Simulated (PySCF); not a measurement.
Geometry:
```
atom   x (Å)   y (Å)   z (Å)
  C1   4.162   0.209   0.346
  O2   2.977  -0.285  -0.247
  C3   1.818   0.268   0.258
  P4   0.467  -0.499  -0.704
  C5   0.664  -2.280  -0.643
  C6  -1.117   0.071  -0.163
  C7  -2.089  -0.729   0.312
  C8  -3.288   0.064   0.720
  C9  -3.032   1.455   0.115
 C10  -1.513   1.532  -0.134
 H11   4.263   1.296   0.185
 H12   5.001  -0.306  -0.137
 H13   4.181  -0.001   1.429
 H14   1.639   0.043   1.331
 H15   1.753   1.369   0.133
 H16   0.690  -0.081  -2.035
 H17   1.700  -2.502  -0.935
 H18  -0.038  -2.767  -1.334
 H19   0.491  -2.633   0.383
 H20  -2.027  -1.816   0.421
 H21  -3.344   0.081   1.825
 H22  -4.228  -0.398   0.381
 H23  -3.391   2.272   0.755
 H24  -3.562   1.539  -0.845
 H25  -0.983   2.054   0.683
 H26  -1.263   2.067  -1.065
```

Total charge +1.

Geometry: PBE0-D3(BJ)/def2-SVP; GIAO absolute shieldings from PySCF, gas phase, non-relativistic, averaged over equivalent atoms.

At PBE0/pcSseg-1 (257 basis functions, 52 s wall time on 1 thread of an Arm Neoverse V2, shared host):
```tsv
atoms	σ (ppm)
C7	8.7
C6	65.2
C1	120.8
C3	121.0
C8	144.4
C10	147.3
C9	157.9
C5	185.2
O2	332.3
P4	339.9
H20	23.90
H16	25.19
H15	27.11
H11/H12/H13	27.51
H14	27.74
H22	28.25
H21	28.38
H26	28.67
H25	28.74
H23	28.76
H24	28.96
H17/H18/H19	29.20
```

What do these become at KT2/pcSseg-1?

Answers


| atoms | σ at KT2/pcSseg-1 | change |
| --- | --- | --- |
| C7 | 21.9 | +13.2 |
| C6 | 72.0 | +6.8 |
| C1 | 118.3 | -2.5 |
| C3 | 117.7 | -3.3 |
| C8 | 142.5 | -1.9 |
| C10 | 144.9 | -2.4 |
| C9 | 155.7 | -2.2 |
| C5 | 183.5 | -1.7 |
| O2 | 316.5 | -15.8 |
| P4 | 358.3 | +18.4 |
| H20 | 24.01 | +0.11 |
| H16 | 25.00 | -0.19 |
| H15 | 26.86 | -0.25 |
| H11/H12/H13 | 27.34 | -0.17 |
| H14 | 27.53 | -0.21 |
| H22 | 28.07 | -0.18 |
| H21 | 28.21 | -0.17 |
| H26 | 28.47 | -0.20 |
| H25 | 28.58 | -0.16 |
| H23 | 28.61 | -0.15 |
| H24 | 28.90 | -0.06 |
| H17/H18/H19 | 29.14 | -0.06 |

The largest change is at P4 (phosphorus bonded to 3 C, H). Cost: 257 basis functions, 71 s wall time on 1 thread of an Arm Neoverse V2, shared host. The order of the carbon signals changes between the two levels.
